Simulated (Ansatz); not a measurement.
CH3NSi2, SMILES `N#C[Si][SiH3]` (excited triplet) (charge 0, multiplicity 3). This triplet is an excited state, 0.70 eV above the relaxed singlet at the level B3LYP/cc-pVTZ // PBE0-D3(BJ)/def2-TZVP (Ansatz, a quantum-chemistry and plane-wave program).

These are r2SCAN0/cc-pVTZ // PBE0-D3(BJ)/def2-TZVP run with Ansatz values and carry that method's errors.

Ansatz 0.2 input:
```yaml
crystal:
  periodic: [false, false, false]
  atoms:
    - { symbol: N, position_ang: [3.261227, 0.505408, 0.346531] }
    - { symbol: C, position_ang: [2.276765, -0.093582, 0.21611] }
    - { symbol: Si, position_ang: [0.777545, -1.093235, 0.012446] }
    - { symbol: Si, position_ang: [-1.264278, 0.01615, -0.119135] }
    - { symbol: H, position_ang: [-1.49608, 0.785179, 1.129698] }
    - { symbol: H, position_ang: [-1.265424, 0.922994, -1.294869] }
    - { symbol: H, position_ang: [-2.289756, -1.042912, -0.276996] }
basis:
  gaussian: { orbitals: cc-pVTZ }
hamiltonian:
  xc: r2scan0
magnetization:
  spin_polarized: true
  initial_magnetization: 2
```

Output:

```
Functional definition: r2SCAN0
1099 factors; their error is unknown
mean field evaluation 1: about -18318.2496 eV, gradient 3.8e1 eV
mean field evaluation 2: about -18241.8883 eV, gradient 1.1e2 eV
mean field evaluation 4: about -18325.4617 eV, gradient 1.3e1 eV
mean field evaluation 8: about -18326.1349 eV, gradient 2.6e-1 eV
mean field evaluation 16: about -18326.2009 eV, gradient 2.5e-3 eV
mean field -18326.20086805 eV, -673.4754599557 hartree, gradient 5.8e-5 eV, S^2 2.024774; 0 other end points of the search recorded, 0 dependent functions left out
reference -18326.20087835 eV, -673.4754603341 hartree; 23, 21 occupied and 147, 149 virtual orbitals, 1099 factors
Total energy: -18326.20087835 eV, -673.4754603341 hartree
```
